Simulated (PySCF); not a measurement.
**Dipole moment and polarisability of `FC(F)(F)c1ccnnn1`**

C4H2F3N3.
Cartesian coordinates in Å at the GFN2-xTB level; atoms count from 1:
```xyz
12
C4H2F3N3 angstrom
F     -2.0681   -0.1184   -1.5886
C     -1.7998    0.1151   -0.2946
F     -2.2842   -0.9352    0.3895
F     -2.4988    1.1824    0.0743
C     -0.3099    0.2691   -0.0694
C      0.5025   -0.8329    0.1713
C      1.8455   -0.5146    0.3499
N      2.2676    0.7388    0.2734
N      1.4446    1.6971    0.0279
N      0.1844    1.4991   -0.1393
H      0.1191   -1.8394    0.2218
H      2.5982   -1.2618    0.5577
```

Level: CAM-B3LYP/def2-SVPD (PySCF), static field, nuclei fixed, core orbitals frozen in the response. The polarisability tensor in these axes (au):

```
x   79.76  0.52  5.47
y    0.52 69.98 -2.72
z    5.47 -2.72 46.09
```

Question: Give the principal values, the mean and the anisotropy Δα = √{½[(α1 − α2)² + (α2 − α3)² + (α1 − α3)²]}.

Answer: Principal values 44.92, 70.29 and 80.63 au; mean 65.28 au = 9.67 Å³ = 10.76 × 10⁻⁴⁰ C²·m²/J; Δα = 31.83 au (49 % of the mean).

Question: What is the dipole moment, and where does it point?

Answer: (0.72, -4.38, 0.67) D, 4.49 D in size, pointing from the negative to the positive side. Measured along this direction, the outermost atoms are F4 and N10 at the negative end and H11 and H12 at the positive end.

Question: Estimate the molar refractivity from the static electronic polarisability.

Answer: Lorentz–Lorenz: R = (4π/3)N_A α = 2.5225 cm³/(mol·Å³) × 9.67 Å³ = 24.4 cm³/mol, in the limit of long wavelengths.

Question: What would n − 1 = 2πNα be for an ideal gas of these molecules at 400 K and 1 atm, electronic part alone?

Answer: N = p/kT = 1.8347 × 10¹⁹ cm⁻³, so n − 1 = 2π × N × 9.67 × 10⁻²⁴ cm³ = 1115 × 10⁻⁶ at long wavelengths.

Question: What are the principal values of the traceless quadrupole moment, Θ = ½Σq(3rr − r²1), about the centre of nuclear charge?

Answer: -14.79, 3.71, 11.08 D·Å. The values depend on the origin, since the dipole doesn't vanish. The electronic extent ⟨r²⟩ about the same centre is 1275 bohr², a root-mean-square distance of 2.20 Å for the 74 electrons.

Question: What depolarisation ratio follows for Rayleigh scattering of linearly polarised light, taking the static tensor?

Answer: ρ = 3Δα²/(45ᾱ² + 4Δα²) = 3039.0/(191764 + 4052.0) = 0.0155.

Question: In TDDFT the mean static polarisability is Σ f/ω² over all singlet excitations (ω in hartree). How much of it do the 8 lowest give? Their energies (eV) and oscillator strengths: 3.52, 0.0044; 3.72, 0.0003; 4.35, 0.0008; 4.49, 0.0040; 6.06, 0.0073; 6.82, 0.0156; 7.44, 0.0097; 7.50, 0.0009.

Answer: They add up to 1.00 au, 1.5 % of the 65.28 au; the largest single term is 0.26 au, from the state at 3.52 eV. Terms in order: 0.26, 0.02, 0.03, 0.15, 0.15, 0.25, 0.13, 0.01 au. Higher excitations give the rest. The strengths listed sum to 0.043.

Geometry: GFN2-xTB; no solvent, vibrations or thermal averaging.
